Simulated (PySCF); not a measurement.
A ladder of Hamiltonians for Nd⁵⁴⁺ (neodymium, charge +54)

Occupied: 1s1/2, 2s1/2, 2p1/2. Hartree-Fock calculated with PySCF 2.14 in an even-tempered Gaussian basis (19 s from 11 bohr⁻², ratio 2.3; 15 p from 13 bohr⁻², ratio 2.3), Gaussian nucleus throughout. NR is non-relativistic, sf-X2C the spin-free one-electron X2C Hamiltonian, X2C adds the bare one-electron spin-orbit term, X2C-SNSO screens it by Boettger's factors, DC is four-component Dirac-Coulomb, and the Gaunt and Breit terms are added at first order (total energies over the DC spinors, levels after relaxing the spinors in that mean field). QED terms are absent. Levels marked empty are virtual spinors of this ion.

```json
{"level (eV)": "1s1/2", "X2C": "-48941.9", "X2C-SNSO": "-48943.2"}
{"level (eV)": "2s1/2", "X2C": "-11593.3", "X2C-SNSO": "-11593.7"}
{"level (eV)": "2p1/2", "X2C": "-11414.5", "X2C-SNSO": "-11399.4"}
{"level (eV)": "2p3/2 (empty)", "X2C": "-10555.4", "X2C-SNSO": "-10561.4"}
{"level (eV)": "3s1/2 (empty)", "X2C": "-4841.1", "X2C-SNSO": "-4841.2"}
```

Where do the four-component calculations put these levels?

1s1/2: DC -48976.5, DC+Gaunt -48871.0, DC+Breit -48874.4; 2s1/2: DC -11598.1, DC+Gaunt -11587.4, DC+Breit -11588.4; 2p1/2: DC -11403.3, DC+Gaunt -11381.3, DC+Breit -11383.9; 2p3/2 (empty): DC -10562.1, DC+Gaunt -10551.3, DC+Breit -10553.8; 3s1/2 (empty): DC -4842.3, DC+Gaunt -4839.3, DC+Breit -4839.7 (eV).

```
Hamiltonian  E (hartree)  E − E(DC) (hartree)  CPU seconds
        X2C   -5497.6822               1.0224         0.45
   X2C-SNSO   -5496.5542               2.1504         0.44
         DC   -5498.7046               0.0000           19
   DC+Gaunt   -5493.4593               5.2454           41
   DC+Breit   -5493.7310               4.9736          120
```

Weight of the small component: 1s1/2 0.0498, 2s1/2 0.0117, 2p1/2 0.0117, 2p3/2 0.0109, 3s1/2 0.00481.

Koopmans' value for the highest occupied level at DC+Breit: 11383.9 eV, against an ionisation energy of 11384 ± 5 eV (theoretical estimate listed by NIST; NIST Atomic Spectra Database, ionization energies); the former lacks relaxation, correlation, QED and recoil.

The whole ladder took 180 s of wall time on 1 thread of Neoverse-N1 (shared host), launched as `OMP_NUM_THREADS=1 python relrun2.py TASK.json OUT` (a driver that calls PySCF for each Hamiltonian).
